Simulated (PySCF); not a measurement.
Compound: Ge(OH)H3.
InChI=1S/GeH4O/c1-2/h2H,1H3

The closed-shell ground state was solved at several levels (PySCF, density fitting, gas phase). Isolated species at its PBE0-D3(BJ)/def2-SVP geometry, gas phase. Relativistic effects, spin–orbit coupling among them, are left out although an element past zinc is present.

```json
{"level": "PBE0/pcSseg-1 (pcSseg-2 on Ge)", "basis functions": "100", "HOMO (eV)": "-8.41", "LUMO (eV)": "0.00", "gap (eV)": "8.41", "dipole (D)": "1.51"}
{"level": "PBE/pcJ-1 (pcSseg-1 on Ge)", "basis functions": "108", "HOMO (eV)": "-6.75", "LUMO (eV)": "-0.56", "gap (eV)": "6.19", "dipole (D)": "1.45"}
{"level": "CAM-B3LYP/def2-SVPD", "basis functions": "93", "HOMO (eV)": "-9.95", "LUMO (eV)": "0.60", "gap (eV)": "10.55", "dipole (D)": "1.59"}
{"level": "B3LYP/pcSseg-1 (pcSseg-2 on Ge)", "basis functions": "100", "HOMO (eV)": "-8.15", "LUMO (eV)": "-0.29", "gap (eV)": "7.86", "dipole (D)": "1.50"}
```

**Question.** Estimate the row for PBE/pcSseg-1 (pcSseg-2 on Ge), a basis of 100 functions; the other rows only guide the guess.

**Answer.** HOMO -6.79 eV, LUMO -0.85 eV, gap 5.94 eV, dipole 1.40 D.

**Question.** Over all these levels, which gives the widest orbital gap and which the narrowest?

**Answer.** CAM-B3LYP/def2-SVPD (range-separated hybrid) has the widest, 10.55 eV, and PBE/pcSseg-1 (pcSseg-2 on Ge) (GGA) the narrowest, 5.94 eV. Functional and basis both differ between the two, so the spread mixes both effects.

**Question.** In the pcSseg-1 (pcSseg-2 on Ge) basis, how does the gap go with the fixed share of exact exchange?

**Answer.** PBE (0 %) 5.94 eV; B3LYP (20 %) 7.86 eV; PBE0 (25 %) 8.41 eV. Each rise in the share widens the gap here.

**Question.** How far do the dipole and the HOMO energy spread over the levels?

**Answer.** The dipole runs from 1.40 to 1.59 D (mean 1.49 D) and the HOMO from -9.95 to -6.75 eV.
